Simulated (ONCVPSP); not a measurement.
**Tm (Z = 69) ONCV: all-electron and pseudo phase curves**

```json
{"Element": "Tm", "Generator": "ONCVPSP 4.0.1", "Type": "optimised norm-conserving Vanderbilt (ONCV)", "Functional": "LDA (Perdew-Zunger)", "Relativity": "scalar-relativistic", "Frozen core": "[Kr] 4d10", "Valence charge": "23", "Reference configuration": "4f13 5s2 5p6 6s2", "Partial waves": "5s+6s: rc 1.85 bohr, ncon 4, nbas 7, qcut 7.8 1/bohr, 2 projectors; 5p: rc 2.40 bohr, ncon 4, nbas 7, qcut 6.2 1/bohr, 2 projectors, debl 1.2 Ha; d scattering state at 0.42 Ha: rc 1.95 bohr, ncon 4, nbas 7, qcut 5.2 1/bohr, 3 projectors, debl 2.7 Ha; 4f: rc 1.15 bohr, ncon 4, nbas 9, qcut 17.9 1/bohr, 2 projectors, debl 0.8 Ha", "Local potential": "polynomial inside 1.15 bohr (lpopt 3, dvloc0 2 Ha)", "Core correction": "none"}
```

In the d channel the program set the typed energies aside and used 0.050, 2.750, 5.450 Ha.

The phase is arctan(r·R′/R) of the radial function R(r), unwrapped; energies in Ha, scanned from -3 to 5 Ha. A pole is an energy at which the radial function vanishes at the test radius. The pseudo phase is shifted by a multiple of π to meet the all-electron one at the reference energy, and phase errors are pseudo minus all-electron; the curves can meet again beyond the range given. Levels narrower than the energy grid can be missing from the lists of poles.

Q: For each channel, where are the poles, and over which energies does the pseudopotential scatter like the atom?

A:

```tsv
channel	radius (bohr)	reference energy (Ha)	poles, all-electron	poles, pseudo	unbroken range about the reference energy with phases within 0.05 rad	phase error 1 Ha above the reference energy (rad)
s	1.88	-0.15	-1.51	-1.51	the whole range	-0.000
p	2.43	-0.99	-0.80, 3.25	-0.80, 3.18	below 4.4	-0.000
d	1.98	0.05	1.55	1.55	the whole range	-0.000
f	1.17	-0.12	0.73	0.73	the whole range	+0.000
```

Phases in the d channel:

```json
{"E (Ha)": "-2.98", "all-electron": "1.294", "pseudo": "1.294"}
{"E (Ha)": "-2.76", "all-electron": "1.278", "pseudo": "1.278"}
{"E (Ha)": "-2.54", "all-electron": "1.259", "pseudo": "1.259"}
{"E (Ha)": "-2.32", "all-electron": "1.237", "pseudo": "1.237"}
{"E (Ha)": "-2.10", "all-electron": "1.211", "pseudo": "1.210"}
{"E (Ha)": "-1.88", "all-electron": "1.177", "pseudo": "1.177"}
{"E (Ha)": "-1.66", "all-electron": "1.135", "pseudo": "1.135"}
{"E (Ha)": "-1.44", "all-electron": "1.078", "pseudo": "1.078"}
{"E (Ha)": "-1.22", "all-electron": "1.000", "pseudo": "1.000"}
{"E (Ha)": "-1.00", "all-electron": "0.884", "pseudo": "0.884"}
{"E (Ha)": "-0.78", "all-electron": "0.702", "pseudo": "0.702"}
{"E (Ha)": "-0.56", "all-electron": "0.401", "pseudo": "0.401"}
{"E (Ha)": "-0.34", "all-electron": "-0.063", "pseudo": "-0.063"}
{"E (Ha)": "-0.12", "all-electron": "-0.567", "pseudo": "-0.567"}
{"E (Ha)": "0.10", "all-electron": "-0.929", "pseudo": "-0.929"}
{"E (Ha)": "0.32", "all-electron": "-1.149", "pseudo": "-1.149"}
{"E (Ha)": "0.54", "all-electron": "-1.288", "pseudo": "-1.288"}
{"E (Ha)": "0.76", "all-electron": "-1.381", "pseudo": "-1.381"}
{"E (Ha)": "0.98", "all-electron": "-1.450", "pseudo": "-1.450"}
{"E (Ha)": "1.20", "all-electron": "-1.503", "pseudo": "-1.503"}
{"E (Ha)": "1.42", "all-electron": "-1.547", "pseudo": "-1.547"}
{"E (Ha)": "1.64", "all-electron": "-1.586", "pseudo": "-1.586"}
{"E (Ha)": "1.86", "all-electron": "-1.622", "pseudo": "-1.622"}
{"E (Ha)": "2.08", "all-electron": "-1.657", "pseudo": "-1.657"}
{"E (Ha)": "2.30", "all-electron": "-1.693", "pseudo": "-1.693"}
{"E (Ha)": "2.52", "all-electron": "-1.732", "pseudo": "-1.732"}
{"E (Ha)": "2.74", "all-electron": "-1.777", "pseudo": "-1.777"}
{"E (Ha)": "2.96", "all-electron": "-1.833", "pseudo": "-1.833"}
{"E (Ha)": "3.18", "all-electron": "-1.906", "pseudo": "-1.906"}
{"E (Ha)": "3.40", "all-electron": "-2.010", "pseudo": "-2.010"}
{"E (Ha)": "3.62", "all-electron": "-2.173", "pseudo": "-2.173"}
{"E (Ha)": "3.84", "all-electron": "-2.454", "pseudo": "-2.454"}
{"E (Ha)": "4.06", "all-electron": "-2.935", "pseudo": "-2.935"}
{"E (Ha)": "4.28", "all-electron": "-3.520", "pseudo": "-3.520"}
{"E (Ha)": "4.50", "all-electron": "-3.933", "pseudo": "-3.933"}
{"E (Ha)": "4.72", "all-electron": "-4.166", "pseudo": "-4.166"}
{"E (Ha)": "4.94", "all-electron": "-4.304", "pseudo": "-4.304"}
```
